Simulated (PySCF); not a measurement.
H4Ge, charge +1, doublet, geometry from GFN2-xTB (a state made from the parent by changing its charge; the spin is typed, not shown lowest); B97M-V/cc-pVTZ run with PySCF.

The PySCF input:
```python
from pyscf import gto, scf, dft

mol = gto.M(
    atom='''
Ge   -0.000000   -0.000000    0.000000
H    -0.676467   -0.627685   -1.224443
H     0.649604   -0.613791    1.245846
H    -1.221361    0.658879    0.651930
H     1.248223    0.582596   -0.673333
''',
    basis='cc-pvtz',
    charge=1,
    spin=1,
    verbose=4,
)

mf = dft.UKS(mol)
mf.xc = 'b97m_v'
mf.grids.atom_grid = (99, 590)
mf.grids.prune = None
mf.kernel()
```

The log (banner, timings and long lists left out):

```
PySCF version 2.14.0

[INPUT] verbose = 4
[INPUT] num. atoms = 5
[INPUT] num. electrons = 35
[INPUT] charge = 1
[INPUT] spin (= nelec alpha-beta = 2S) = 1
[INPUT] symmetry False subgroup None
[INPUT] Mole.unit = angstrom
[INPUT] Symbol           X                Y                Z      unit          X                Y                Z       unit  Magmom
[INPUT]  1 Ge     0.000000000000   0.000000000000   0.000000000000 AA    0.000000000000   0.000000000000   0.000000000000 Bohr   0.0
[INPUT]  2 H     -0.676467000000  -0.627685000000  -1.224443000000 AA   -1.278337362306  -1.186152742498  -2.313861925141 Bohr   0.0
[INPUT]  3 H      0.649604000000  -0.613791000000   1.245846000000 AA    1.227573649422  -1.159896887723   2.354307733385 Bohr   0.0
[INPUT]  4 H     -1.221361000000   0.658879000000   0.651930000000 AA   -2.308037789225   1.245100859227   1.231969152388 Bohr   0.0
[INPUT]  5 H      1.248223000000   0.582596000000  -0.673333000000 AA    2.358799612383   1.100946881267  -1.272414960632 Bohr   0.0

nuclear repulsion = 45.4594591681404
number of shells = 34
number of NR pGTOs = 175
number of NR cGTOs = 99
basis = cc-pvtz
ecp = {}

******** <class 'pyscf.dft.uks.UKS'> ********
method = UKS
initial guess = minao
damping factor = 0
level_shift factor = 0
DIIS = <class 'pyscf.scf.diis.CDIIS'>
diis_start_cycle = 1
diis_space = 8
diis_damp = 0
SCF conv_tol = 1e-09
SCF conv_tol_grad = None
SCF max_cycles = 50
direct_scf = True
direct_scf_tol = 1e-13
number electrons alpha = 18  beta = 17
XC library pyscf.dft.libxc version 7.1.2
    S. Lehtola, C. Steigemann, M. J. T. Oliveira, and M. A. L. Marques,  SoftwareX 7, 1–5 (2018)
XC functionals = b97m_v
    N. Mardirossian and M. Head-Gordon,  J. Chem. Phys. 142, 074111 (2015)
radial grids:
    Treutler-Ahlrichs [JCP 102, 346 (1995); DOI:10.1063/1.469408] (M4) radial grids

becke partition: Becke, JCP 88, 2547 (1988); DOI:10.1063/1.454033
pruning grids: None
grids dens level: 3
symmetrized grids: False
atomic radii adjust function: <function treutler_atomic_radii_adjust>
User specified grid scheme (99, 590)
** Following is NLC and NLC Grids **
NLC functional = b97m_v
radial grids:
    Treutler-Ahlrichs [JCP 102, 346 (1995); DOI:10.1063/1.469408] (M4) radial grids

becke partition: Becke, JCP 88, 2547 (1988); DOI:10.1063/1.454033
pruning grids: <function nwchem_prune>
grids dens level: 3
symmetrized grids: False
atomic radii adjust function: <function treutler_atomic_radii_adjust>
small_rho_cutoff = 0
Set gradient conv threshold to 3.16228e-05
tot grids = 292056
tot grids = 59872
init E= -2078.25512866589

cycle= 1 E= -2078.57752089893  delta_E= -0.322  |g|= 0.344  |ddm|= 1.03
cycle= 2 E= -2078.57702837819  delta_E= 0.000493  |g|= 0.388  |ddm|= 0.484
cycle= 3 E= -2078.61509571701  delta_E= -0.0381  |g|= 0.0124  |ddm|= 0.24
cycle= 4 E= -2078.6151901335  delta_E= -9.44e-05  |g|= 0.0053  |ddm|= 0.0173
cycle= 5 E= -2078.61521091696  delta_E= -2.08e-05  |g|= 0.00105  |ddm|= 0.00556
cycle= 6 E= -2078.61521212481  delta_E= -1.21e-06  |g|= 0.000204  |ddm|= 0.00137
cycle= 7 E= -2078.61521216967  delta_E= -4.49e-08  |g|= 3.61e-05  |ddm|= 0.000286
cycle= 8 E= -2078.61521216756  delta_E= 2.11e-09  |g|= 5.62e-05  |ddm|= 9.21e-05
cycle= 9 E= -2078.61521217125  delta_E= -3.69e-09  |g|= 2.86e-06  |ddm|= 6.04e-05
cycle= 10 E= -2078.61521217125  delta_E= -5.46e-12  |g|= 2.89e-07  |ddm|= 3.02e-06
Extra cycle  E= -2078.61521217125  delta_E= 3.18e-12  |g|= 1.5e-07  |ddm|= 3.38e-07
converged SCF energy = -2078.61521217125  <S^2> = 0.75362505  2S+1 = 2.0036218
```
